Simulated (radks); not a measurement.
Values are calculated unless marked as measured or tabulated.
Q: Successive ionisation energies (eV) of one element, from differences of total energies of ions in their ground configurations, starting at charge 44: 3698.8, 3817.9, 3937.8, 4093.1, 4218.3, 4344.5, 4471.5, 4599.2, 5073.5, 5185.6, 5296.3, 5442.4, 5557.6, 5670.9, 6130.0, 6254.8, 14118.5, 14426.7, 14729.5, 15139.9, 15458.0, 15770.1. Level of theory: scalar-relativistic Kohn-Sham, BLYP, spin-polarised, spherical densities, finite nucleus; open shells are filled with parallel spins first (spin-orbit coupling, left out, can overturn this in heavy ions); Fermi nuclear charge, rms radius 5.3108 fm (a radial shooting solver on a logarithmic mesh with Libxc functionals). Which element is it?

A: Ytterbium (Z = 70). The first species listed is Yb44+ in [Ar] 3d8, the last Yb65+ in [He] 2s2 2p1.
